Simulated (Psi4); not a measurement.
hexamethyldisilane (C₆H₁₈Si₂), singlet, geometry from GFN2-xTB, atoms displaced at random by about 0.002 Å a coordinate; B3LYP/3-21G in Psi4.

Here is a job for Psi4.
```
memory 2 GB

molecule mol {
0 1
C    -1.851797   -0.752500   -1.644205
Si   -1.158806   -0.191982    0.048935
C    -2.114639    1.382961    0.557725
C    -1.594472   -1.552743    1.318151
Si    1.153946    0.194235   -0.047940
C     1.846897    0.751804    1.646700
C     1.593838    1.553364   -1.318200
C     2.111347   -1.379803   -0.559664
H    -1.381354   -1.671959   -1.976620
H    -1.681974   -0.002215   -2.409319
H    -2.924297   -0.928425   -1.601268
H    -3.185059    1.208481    0.604340
H    -1.804904    1.735328    1.536511
H    -1.949484    2.191787   -0.145535
H    -2.667665   -1.735216    1.367621
H    -1.117136   -2.494195    1.066315
H    -1.264768   -1.284679    2.316773
H     2.923745    0.934334    1.600301
H     1.379656    1.671069    1.979908
H     1.678047    0.002741    2.409794
H     1.267654    1.282974   -2.318283
H     1.116418    2.499251   -1.067704
H     2.666060    1.736695   -1.367186
H     1.802323   -1.733851   -1.535956
H     1.950811   -2.193302    0.147274
H     3.185998   -1.208621   -0.605119
}

set {
  basis 3-21g
  reference rks
}

energy('b3lyp')
print_variables()
```

Output, abridged:

```
   => Loading Basis Set <=

    Name: 3-21G
    Role: ORBITAL
    Keyword: BASIS

         ---------------------------------------------------------
                                   SCF
               by Justin Turney, Rob Parrish, Andy Simmonett
                          and Daniel G. A. Smith
                              RKS Reference
         ---------------------------------------------------------

  ==> Geometry <==

    Molecular point group: c1
    Full point group: C1

    Geometry (in Angstrom), charge = 0, multiplicity = 1:

       Center              X                  Y                   Z               Mass
    ------------   -----------------  -----------------  -----------------  -----------------
         C           -1.850100461718    -0.753255022630    -1.644449926707    12.000000000000
         SI          -1.157109461718    -0.192737022630     0.048690073293    27.976926534650
         C           -2.112942461718     1.382205977370     0.557480073293    12.000000000000
         C           -1.592775461718    -1.553498022630     1.317906073293    12.000000000000
         SI           1.155642538282     0.193479977370    -0.048184926707    27.976926534650
         C            1.848593538282     0.751048977370     1.646455073293    12.000000000000
         C            1.595534538282     1.552608977370    -1.318444926707    12.000000000000
         C            2.113043538282    -1.380558022630    -0.559908926707    12.000000000000
         H           -1.379657461718    -1.672714022630    -1.976864926707     1.007825032230
         H           -1.680277461718    -0.002970022630    -2.409563926707     1.007825032230
         H           -2.922600461718    -0.929180022630    -1.601512926707     1.007825032230
         H           -3.183362461718     1.207725977370     0.604095073293     1.007825032230
         H           -1.803207461718     1.734572977370     1.536266073293     1.007825032230
         H           -1.947787461718     2.191031977370    -0.145779926707     1.007825032230
         H           -2.665968461718    -1.735971022630     1.367376073293     1.007825032230
         H           -1.115439461718    -2.494950022630     1.066070073293     1.007825032230
         H           -1.263071461718    -1.285434022630     2.316528073293     1.007825032230
         H            2.925441538282     0.933578977370     1.600056073293     1.007825032230
[...]
   @DF-RKS iter   3:  -814.21893469762279   -1.01004e+00   4.58299e-04 ADIIS/DIIS
   @DF-RKS iter   4:  -814.22046168744305   -1.52699e-03   1.97303e-04 ADIIS/DIIS
   @DF-RKS iter   5:  -814.22087529283908   -4.13605e-04   1.50205e-05 DIIS
   @DF-RKS iter   6:  -814.22087755424661   -2.26141e-06   3.52158e-06 DIIS
   @DF-RKS iter   7:  -814.22087765650417   -1.02258e-07   1.31708e-06 DIIS
   @DF-RKS iter   8:  -814.22087766799677   -1.14926e-08   3.77650e-07 DIIS
  Energy and wave function converged.

  ==> Post-Iterations <==

   Electrons on quadrature grid:
      Ntotal   =   82.0000881134 ; deviation = 8.811e-05

    Orbital Energies [Eh]
    ---------------------

    Doubly Occupied:

[...]
    Virtual:

[...]
    Final Occupation by Irrep:
              A
    DOCC [    41 ]
    NA   [    41 ]
    NB   [    41 ]

  @DF-RKS Final Energy:  -814.22087766799677

   => Energetics <=

    Nuclear Repulsion Energy =            564.5393358583482950
    One-Electron Energy =               -2240.8125022138801796
    Two-Electron Energy =                 927.5116705407377822
    DFT Exchange-Correlation Energy =     -65.4593818532026148
    Empirical Dispersion Energy =           0.0000000000000000
    VV10 Nonlocal Energy =                  0.0000000000000000
    Total Energy =                       -814.2208776679967741

Computation Completed

Properties will be evaluated at   0.000000,   0.000000,   0.000000 [a0]

Properties computed using the SCF density matrix

 Multipole Moments:

 ------------------------------------------------------------------------------------
     Multipole            Electronic (a.u.)      Nuclear  (a.u.)        Total (a.u.)
 ------------------------------------------------------------------------------------

 L = 1.  Multiply by 2.5417464519 to convert [e a0] to [Debye]
 Dipole X            :         -0.0268358            0.0230379           -0.0037979
 Dipole Y            :          0.0044125           -0.0031650            0.0012474
 Dipole Z            :          0.0034972           -0.0023905            0.0011067
 Magnitude           :                                                    0.0041479

 ------------------------------------------------------------------------------------

  Variable Map:
  ----------------------------------------------------------------------------
[...]
  Array Variable Map:
  ----------------------------------------------------------------------------
[...]
[...]
```
